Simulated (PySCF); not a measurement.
How methods differ on the fine-structure interval of Cd⁴³⁺

Cd⁴³⁺ [He] 2s2 2p1 [2p1/2^1, M_J = 1/2] → Cd⁴³⁺ [He] 2s2 2p1 [2p3/2^1, M_J = 3/2], as a difference of total energies. All numbers are calculated (PySCF 2.14, the two-component X2C-1e Hamiltonian, in an even-tempered Gaussian basis (17 s from 22 bohr⁻², ratio 2.4; 12 p from 29 bohr⁻², ratio 2.4; 5 d from 94 bohr⁻², ratio 2.6; 4 f from 140 bohr⁻², ratio 2.6)). Correlated levels: nothing frozen; the 32 highest virtual spinors dropped. "Screened" scales the spin-orbit matrix elements by Boettger's factors to mimic the two-electron term; Breit and QED terms are absent.

| method | fine-structure interval (cm⁻¹) |
| --- | --- |
| GHF (screened spin-orbit) | 1763100 |
| GMP2 (screened spin-orbit) | 1755400 |
| GHF (bare spin-orbit) | 1842900 |
